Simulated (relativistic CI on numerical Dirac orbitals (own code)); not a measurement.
## Hyperfine structure of Cd IV, mass number 113

Calculated at this level of theory: Dirac-Coulomb-Breit CI, KLI orbitals optimised for each configuration, model QED (radiative potential, 1s self-energy scaled to tabulated hydrogen-like ionisation energies), valence Slater integrals scaled by 0.85, P86 correlation energy added to each configuration (own radial code, finite nucleus).

CI space (outside the closed core [Ar] 3d10 4s2): 4p6 4d9, 4p6 4d8 5s, 4p6 4d8 4f, 4p6 4d8 5p, 4p6 4d8 5d, 4p6 4d7 5s2, 4p6 4d8 6s, 4p6 4d8 6p, 4p6 4d7 4f2, 4p5 4d10, 4p6 4d7 5s 5p, 4p6 4d8 6d, 4p6 4d8 5f, 4p6 4d8 5g, 4p6 4d8 6f, 4p6 4d7 4f 5s. Levels of other configurations are missing.

Nuclear spin I = 1/2, μ = -0.6213 μN (tables of Stone and Pyykkö). The electronic factors are computed for point nuclear moments, without core polarisation; leaving it out makes A of s and p electrons in near-neutral atoms 20 to 40 % too small, and it can dominate for d and f shells.

```csv
Level,E (cm⁻¹),A (MHz)
4p6 4d9 2D_5/2,0.0,-890.6
4p6 4d9 2D_3/2,5569.1,-2160
4p6 4d8 5s 4F_9/2,115497.7,-3566
4p6 4d8 5s 4F_7/2,118507.3,-1038
4p6 4d8 5s 4F_5/2,121402.0,-666.7
4p6 4d8 5s 4F_3/2,122807.8,2847
4p6 4d8 5s 2F_7/2,125474.8,-1947
4p6 4d8 5s 4P_5/2,131443.4,-5098
```

Levels with J = 0, under 50 % of one LS term, or S terms without an open s electron are left out. Small factors come from cancelling terms and can be off by tens of per cent or more.

For a near-neutral ion this model can misplace configurations by up to about 10,000 cm⁻¹ (more where the count of f electrons changes) and terms by 10 to 25 % of their spread. Rates follow the energies as ν³ (E1, M1) or ν⁵ (E2), so they and the lifetimes can be off by large factors. The fine structure of a lone outer electron comes out too small, for d and f at times inverted, and misplaced configurations move strength between like terms. 28 of the 42 excited levels that our extract of the measured tables holds in this range could be paired (the sources list more); they are missed by 5086 cm⁻¹ on average and 7142 at most, and levels without a partner can miss by more.

(1) Give the hyperfine levels of 4p6 4d9 2D_5/2 relative to its centre of gravity.

## Answers

(1) With K = F(F + 1) − I(I + 1) − J(J + 1), E = AK/2: F = 2: 1559, F = 3: -1113 MHz.

LS names give the leading component of a level, which can be under half, so a name can repeat, a term be missing and a line seem to break the LS rules.
